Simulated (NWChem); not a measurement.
Molecule: CHCl, singlet; SMILES Cl[CH]

Computed with NWChem. Low-valent species are run as closed-shell singlets; no triplet was tried in these runs. The level has its own optimisation; frequencies are unscaled.

### Question
Predict the results for B3LYP/3-21G. Quantities: r C–Cl (Å); r C–H (Å); highest harmonic frequency (cm⁻¹); lowest (cm⁻¹); zero-point energy (kcal/mol); dipole (D).

### Answer
| Property | Result |
|---|---|
| r C–Cl (Å) | 1.875 |
| r C–H (Å) | 1.128 |
| highest harmonic frequency (cm⁻¹) | 2790 |
| lowest (cm⁻¹) | 638 |
| zero-point energy (kcal/mol) | 6.7 |
| dipole (D) | 1.71 |
